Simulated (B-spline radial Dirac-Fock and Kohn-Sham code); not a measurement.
## Relativistic shifts of the levels of Ar³⁺

System: Ar³⁺, configuration [Ne] 3s2 3p3.

Both columns are ΔSCF binding energies of the configuration average from an atomic code on a B-spline grid: non-relativistic Hartree-Fock with a point nucleus, and Dirac-Fock with a finite nucleus and the Coulomb interaction alone, averaged over the two j levels with weights 2j+1.

```
shell  Hartree-Fock (eV)  Dirac-Fock (eV)  shift (eV)  shift (%)
   1s             3250.1           3263.9      +13.83      +0.43
   2s              376.9            379.3       +2.42      +0.64
   3s              73.09            73.41       +0.32      +0.44
   3p              56.53            56.54       +0.01      +0.01
```

Relativity binds 1s, 2s, 3s, 3p more strongly, among those listed most of all 2s in relative terms.

Values without a named source are computed, but for edge energies of neutral atoms, which are taken from tables.
